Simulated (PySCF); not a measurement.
**Size series: flake arsenene**

All values: TDDFT PBE/def2-SVP, gas phase, PySCF SCF with an in-house response code, fitting set def2-universal-JFIT, grid level 1 (kernel 0), vertical, one conformer each, geometries GFN2-xTB; core orbitals frozen in the response. The lowest 6 singlets were sought, and the brightest is taken among them. The runs took 2 to 10 CPU minutes each on shared server CPUs.

Tubes, flakes and crystal cuts are finite pieces capped as the formulas show; sizes are those of the cut before relaxation. Spin-orbit coupling is left out, which matters for the heavier atoms here. The basis has no diffuse functions, so the polarisability comes out too low.

```csv
rings,formula,HOMO-LUMO gap / eV,S1 / eV,LUMO / eV,brightest singlet sought / eV,polarisability / bohr³
4,As16H10,2.72,2.78,-2.35,2.83,531
5,As22H14,2.27,2.32,-2.86,2.80,840
6,As22H12,2.44,2.51,-2.65,2.51,776
7,As30H18,2.14,2.18,-3.00,2.18,1244
8,As28H14,2.27,2.33,-2.83,2.33,1045
10,As34H16,2.18,2.21,-2.94,2.25,1330
12,As38H16,2.24,2.26,-2.89,2.33,1477
```
